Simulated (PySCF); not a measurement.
C₄H₁₂GeO₄. Atoms are numbered in the order given.

```xyz
21

C     -1.9298    -1.1102    -1.6502
O     -1.5062     0.0525    -0.9462
Ge     0.0000     0.0000     0.0000
O      0.0525     1.5062     0.9462
C     -1.1102     1.9298     1.6502
O     -0.0525    -1.5062     0.9462
C      1.1102    -1.9298     1.6502
O      1.5062    -0.0525    -0.9462
C      1.9298     1.1102    -1.6502
H     -2.9544    -0.9199    -2.0310
H     -1.9577    -2.0109    -0.9985
H     -1.2735    -1.3328    -2.5223
H     -1.3328     1.2735     2.5223
H     -2.0109     1.9577     0.9985
H     -0.9199     2.9544     2.0310
H      2.0109    -1.9577     0.9985
H      1.3328    -1.2735     2.5223
H      0.9199    -2.9544     2.0310
H      1.2735     1.3328    -2.5223
H      1.9577     2.0109    -0.9985
H      2.9544     0.9199    -2.0310
```

The structure is a stationary point at PBE-D3(BJ)/def2-SVP. The isomer is the one that the SMILES or the coordinates give; other isomers of the formula were not compared. Other conformers were not sampled.

Method: PBE-D3(BJ)/def2-SVP (PySCF).

Frequencies are harmonic and unscaled.

Modes within 1.5 cm⁻¹ of each other (mostly degenerate sets) share a row, with their intensities summed.

```
mode   ν (cm⁻¹)  IR (km/mol)  moving atoms (share of kinetic energy)
-----  --------  -----------  --------------------------------------
1            33          0.0                          C 64 %, H 33 %
2            45          3.8                 C 56 %, H 29 %, Ge 10 %
3–4          59          7.2                  C 36 %, O 32 %, H 25 %
5            87          0.4                                  H 96 %
6            91          0.0                                  H 93 %
7–8          92          0.1                                  H 99 %
9            99          2.8                  C 61 %, H 28 %, O 12 %
10–11       137          8.8          O 39 %, C 32 %, H 19 %, Ge 9 %
12          189          0.0                  O 64 %, C 18 %, H 17 %
13          236          0.0                  O 55 %, C 29 %, H 16 %
14          249         45.7                    O 76 %, C 9 %, H 8 %
15          320         14.0         O 48 %, Ge 22 %, C 18 %, H 13 %
16–17       326         53.7         O 45 %, C 24 %, Ge 18 %, H 12 %
18          568          0.0                          O 79 %, C 14 %
19          637         71.0                 O 59 %, Ge 24 %, C 10 %
20–21       650        198.4                  O 55 %, Ge 29 %, C 9 %
22         1070        306.5                          O 51 %, C 44 %
23–24      1073        579.6                          O 51 %, C 43 %
25         1094          0.0                          O 52 %, C 42 %
26–29      1133          0.3                          H 77 %, C 18 %
30         1149          0.0                   H 72 %, C 20 %, O 8 %
31–33      1153         22.3                   H 71 %, C 20 %, O 9 %
34–36      1409          3.3                                  H 93 %
37         1412         11.8                                  H 93 %
38         1416          0.2                                  H 93 %
39–41      1417         23.4                                  H 93 %
42–43      1429         25.4                                  H 96 %
44–45      1431         14.3                                  H 95 %
46–48      2927        302.6                                  H 97 %
49         2930          0.0                                  H 97 %
50–53      3006        117.0                          H 90 %, C 10 %
54–57      3042         93.2                          H 90 %, C 10 %
```
